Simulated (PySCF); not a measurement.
## Fractional electron number in Sb- (antimony, charge -1)

The 5p beta orbital of [Kr] 4d10 5s2 5p4 is emptied in steps (occupation f), with all orbitals relaxed, ending at [Kr] 4d10 5s2 5p3. Calculation: PySCF 2.14, in aug-cc-pVTZ-PP with ECP28MDF; a scalar-relativistic core potential. The exact energy is a straight line in f; departures are measured from the line between the end points of the same method.

Problem. Among LDA, PBE, PBE0, r2SCAN, LC-wPBE, BHandHLYP, MN15, r2SCAN0, which shows the largest delocalisation error (convex curve), and which is closest to linear?

Solution. Most convex: LDA (-0.640 eV at f = 0.4); closest to linear: LC-wPBE (0.099 eV).

| f | LDA (eV) | PBE (eV) | PBE0 (eV) | r2SCAN (eV) | LC-wPBE (eV) | BHandHLYP (eV) | MN15 (eV) | r2SCAN0 (eV) |
| --- | --- | --- | --- | --- | --- | --- | --- | --- |
| 1 | 0.000 | 0.000 | 0.000 | 0.000 | 0.000 | 0.000 | 0.000 | 0.000 |
| 0.8 | -0.410 | -0.390 | -0.267 | -0.360 | 0.071 | -0.166 | -0.184 | -0.248 |
| 0.6 | -0.628 | -0.595 | -0.406 | -0.540 | 0.102 | -0.257 | -0.285 | -0.370 |
| 0.4 | -0.640 | -0.604 | -0.410 | -0.534 | 0.099 | -0.265 | -0.291 | -0.363 |
| 0.2 | -0.434 | -0.408 | -0.275 | -0.343 | 0.065 | -0.182 | -0.194 | -0.230 |
| 0 | 0.000 | 0.000 | 0.000 | 0.000 | 0.000 | 0.000 | 0.000 | 0.000 |

```csv
method,E(f=0) − E(f=1) (eV),−ε at f=1 (eV),−ε at f=0.4 (eV)
LDA,1.166,-1.335,1.642
PBE,0.944,-1.445,1.407
PBE0,0.880,-0.764,1.205
r2SCAN,0.902,-1.330,1.402
LC-wPBE,0.839,1.309,0.746
BHandHLYP,0.871,-0.126,1.052
MN15,0.958,-0.163,1.178
r2SCAN0,0.877,-0.664,1.236
```

At f = 1 the orbital energy is positive for LDA, PBE, PBE0, r2SCAN, BHandHLYP, MN15, r2SCAN0: only the finite basis holds the electron.

Reference removal energy between the ground levels: 1.047 eV (measured; photodetachment measurements, as compiled on the Wikipedia data page of electron affinities). The calculation has no spin-orbit coupling.
